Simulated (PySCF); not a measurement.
A calculated (UHF, PySCF 2.14, aug-cc-pVDZ-DK, scalar relativity by spin-free X2C-1e) atom or ion has these occupied shells.

```csv
shell,electrons,orbital energy (eV),"rms radius, mean of both spins (bohr)"
1s,2,-9055.7,0.0601
2s,2,-1142.0,0.254
2p,6,-982.78,0.228
3s,2,-148.83,0.767
3p,6,-100.17,0.819
3d,10,-21.801,1.14
```

Question: Name the element and its charge.

Answer: Cu⁺ (copper, charge +1), in [Ar] 3d10, closed-shell 1S.
